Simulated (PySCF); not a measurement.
Geometries of 2 isomers of C5H7O2 (doublet state), from PBE0-D3(BJ)/def2-SVP geometry optimisation, gas phase in PySCF 2.14.0. One conformer each, no zero-point energy, no frequencies.

**Question.** Which isomer lies lower at this level?
A.
```xyz
14
angstrom
C     -2.403   -0.244   -0.060
C     -0.963    0.158   -0.260
O     -0.650    1.064   -1.019
C      0.038   -0.594    0.492
C      1.489   -0.384    0.492
C      2.116    0.696   -0.343
O      2.163   -1.120    1.200
H     -2.669   -0.241    1.009
H     -3.056    0.445   -0.609
H     -2.564   -1.271   -0.428
H     -0.286   -1.415    1.140
H      3.199    0.680   -0.174
H      1.697    1.679   -0.086
H      1.886    0.547   -1.408
```
B.
```xyz
14
angstrom
C      2.136   -0.932   -0.433
C      1.072   -0.521    0.441
O      0.671   -1.247    1.347
C      0.400    0.819    0.166
C     -0.765    0.579   -0.790
C     -2.035    0.091   -0.152
O     -0.634    0.739   -1.978
H      2.615   -1.896   -0.247
H      2.449   -0.325   -1.285
H      1.092    1.526   -0.310
H      0.041    1.213    1.127
H     -1.812   -0.703    0.578
H     -2.734   -0.263   -0.920
H     -2.497    0.920    0.409
```

**Answer.** A. That is `CC(=O)[CH]C(C)=O` [radical], 5.8 kcal/mol below the other.

| SMILES | atoms numbered as above | E (Eh) | relative (kcal/mol) | relative (kJ/mol) | dipole (D) | ⟨S²⟩ |
| --- | --- | --- | --- | --- | --- | --- |
| CC(=O)[CH]C(C)=O | [CH3:1][C:2](=[O:3])[CH:4][C:5]([CH3:6])=[O:7] | -344.50651 | 0.0 | 0.0 | 2.33 | 0.776 |
| [CH2]C(=O)CC(C)=O | [CH2:1][C:2](=[O:3])[CH2:4][C:5]([CH3:6])=[O:7] | -344.49722 | 5.8 | 24.4 | 1.23 | 0.769 |
